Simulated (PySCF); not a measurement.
PySCF was given this input:
```python
from pyscf import gto, scf, dft

mol = gto.M(
    atom='''
Si   -0.00000000   -0.00000000   -1.06660351
S     0.00000000    0.00000000    0.93327807
''',
    basis='cc-pvdz',
    verbose=4,
)

mf = dft.RKS(mol)
mf.xc = 'lda,vwn'
mf.kernel()
```

**Question.** What does this run give for the HOMO-LUMO gap, HOMO energy, dipole moment?

**Answer.** 
The HOMO-LUMO gap comes out as 3.69 eV and the HOMO energy is -6.96 eV. The dipole moment is 1.61 D.
